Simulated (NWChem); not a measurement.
The numbers come from NWChem runs, not from measurements. System: CH4Si, charge 0, spin multiplicity 1, displaced from the optimised geometry. Level: CR-CCSD(T)/cc-pVDZ, 6 core orbitals frozen, spin-restricted.

Job file:

```
start mol
memory heap 100 mb stack 700 mb global 1900 mb
geometry units angstroms nocenter noautoz noautosym
  C      0.000000     0.000000     1.156933
  Si     0.000000     0.000000    -0.550682
  H      0.926618     0.000000     1.737870
  H     -0.787625     0.000000     1.650729
  H     -1.249623     0.000000    -1.353895
  H      1.249623     0.000000    -1.353895
end
basis spherical
  * library cc-pvdz
end
scf
  rhf
  nopen 0
  maxiter 100
  thresh 1e-7
  semidirect memsize 60000000 filesize 0
end
tce
  freeze core 6
  cr-ccsd(t)
  2eorb
  2emet 13
  thresh 1e-6
  maxiter 100
  tilesize 24
end
task tce energy
```

Part of the output:

```
             Northwest Computational Chemistry Package (NWChem) 7.3.0
             --------------------------------------------------------

                                NWChem Input Module
                                -------------------

 Scaling coordinates for geometry "geometry" by  1.889725989
 (inverse scale =  0.529177249)

                             Geometry "geometry" -> ""
                             -------------------------

 Output coordinates in angstroms (scale by  1.889725989 to convert to a.u.)

  No.       Tag          Charge          X              Y              Z
 ---- ---------------- ---------- -------------- -------------- --------------
    1 C                    6.0000     0.00000000     0.00000000     1.15693300
    2 Si                  14.0000     0.00000000     0.00000000    -0.55068200
    3 H                    1.0000     0.92661800     0.00000000     1.73787000
    4 H                    1.0000    -0.78762500     0.00000000     1.65072900
    5 H                    1.0000    -1.24962300     0.00000000    -1.35389500
    6 H                    1.0000     1.24962300     0.00000000    -1.35389500

 Effective nuclear repulsion energy (a.u.)      51.9074133148

            Nuclear Dipole moment (a.u.)
            ----------------------------
        X                 Y               Z
 ---------------- ---------------- ----------------
     0.2626586843     0.0000000000    -0.1646726124


 Summary of "ao basis" -> "" (spherical)
 ------------------------------------------------------------------------------
       Tag                 Description            Shells   Functions and Types
 ---------------- ------------------------------  ------  ---------------------
 *                          cc-pvdz                   on all atoms

 Summary of "ao basis" -> "ao basis" (spherical)
 ------------------------------------------------------------------------------
       Tag                 Description            Shells   Functions and Types
 ---------------- ------------------------------  ------  ---------------------
 C                          cc-pvdz                  6       14   3s2p1d
[...]
            Beta electrons :    12
           No. of orbitals :   104
            Alpha orbitals :    52
             Beta orbitals :    52
        Alpha frozen cores :     6
         Beta frozen cores :     6
     Alpha frozen virtuals :     0
      Beta frozen virtuals :     0
         Spin multiplicity : singlet
    Number of AO functions :    52
       Number of AO shells :    26
        Use of symmetry is : off
      Symmetry adaption is : off
         Schwarz screening : 0.10D-09

          Correlation Information
          -----------------------
          Calculation type : Coupled-cluster singles & doubles w/ perturbation
   Perturbative correction : Completely renormalized (T)
            Max iterations :      100
        Residual threshold : 0.10D-05
     T(0) DIIS level shift : 0.00D+00
     L(0) DIIS level shift : 0.00D+00
     T(1) DIIS level shift : 0.00D+00
     L(1) DIIS level shift : 0.00D+00
     T(R) DIIS level shift : 0.00D+00
     T(I) DIIS level shift : 0.00D+00
   CC-T/L Amplitude update :  5-th order DIIS
                I/O scheme : Global Array Library
        L-threshold :  0.10D-05
        EOM-threshold :  0.10D-05
 no EOMCCSD initial starts read in
 TCE RESTART OPTIONS
 SLICE:      F
 D4D5:       F
 quantumc:   F
 qrotation:  F
 pwtce:      F
 qducc:      F
 nacto:                         0
 nrotv:                         0
 nrot:                          0

            Memory Information
            ------------------
          Available GA space size is     249034096 doubles
          Available MA space size is     104853668 doubles

 Maximum block size supplied by input
 Maximum block size        24 doubles

 tile_dim =     20

 -------------------------------------------------

 Global array virtual files algorithm will be used

 Parallel file system coherency ......... OK

 4-electron integrals stored in orbital form

 v2    file size   =          1344336
 4-index algorithm nr.  13 is used
 imaxsize =       30
 imaxsize ichop =        0


CCSD iterations
 ---------------------------------------------------------
 Iter          Residuum       Correlation     Cpu    Wall
 ---------------------------------------------------------
    1   0.1330816922576  -0.2412942190313     0.1     0.1
    2   0.0400544779577  -0.2651426177618     0.1     0.1
    3   0.0160971907642  -0.2718189788724     0.1     0.1
    4   0.0076967644396  -0.2738344759574     0.1     0.1
    5   0.0040539876084  -0.2746512632268     0.1     0.1
    6   0.0007698542403  -0.2753504412377     0.1     0.1
    7   0.0003345036158  -0.2753534896774     0.1     0.1
    8   0.0001792972037  -0.2753535496971     0.1     0.1
    9   0.0001059140419  -0.2753550969508     0.1     0.1
   10   0.0000637986396  -0.2753566226744     0.1     0.1
   11   0.0000100746708  -0.2753596842656     0.1     0.1
   12   0.0000035705255  -0.2753598870815     0.1     0.1
   13   0.0000017071358  -0.2753602185615     0.1     0.1
   14   0.0000009179674  -0.2753603049547     0.1     0.1
 -----------------------------------------------------------------
 Iterations converged
 CCSD correlation energy / hartree =        -0.275360304954651
 CCSD total energy / hartree       =      -329.310705317316490

 Singles contributions

 Doubles contributions
    13a   (alpha)    13a   (beta ) ---    12a   (alpha)    12a   (beta )       -0.1479729662
 CR-CCSD(T)

 CR-CCSD[T]  correction energy / hartree =        -0.007989157550581
 CR-CCSD[T] correlation energy / hartree =        -0.283349462505232
 CR-CCSD[T] total energy / hartree       =      -329.318694474867073
 CR-CCSD(T)  correction energy / hartree =        -0.007693212751064
 CR-CCSD(T) correlation energy / hartree =        -0.283053517705715
 CR-CCSD(T) total energy / hartree       =      -329.318398530067554

 Task  times  cpu:       12.1s     wall:       12.1s

 Total times  cpu:       12.2s     wall:       12.2s
```
